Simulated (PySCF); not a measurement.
A structure optimised at PBE0-D3(BJ)/def2-SVP, used in a PySCF frequency run:

```xyz
5

Cl     0.0000    -1.6605     1.5922
Si     0.0000     0.0000     0.4059
Cl     0.0000     1.6605     1.5922
Br     1.7978     0.0000    -0.8545
Br    -1.7978     0.0000    -0.8545
```
Charge 0, spin multiplicity 1.

**Question.** Write its SMILES, formula and point group.

**Answer.** Cl[Si](Cl)(Br)Br, Br₂Cl₂Si, C2v

**Question.** What are its rotational constants (standard atomic weights)?

**Answer.** 1.0190, 0.70980, 0.61859 GHz
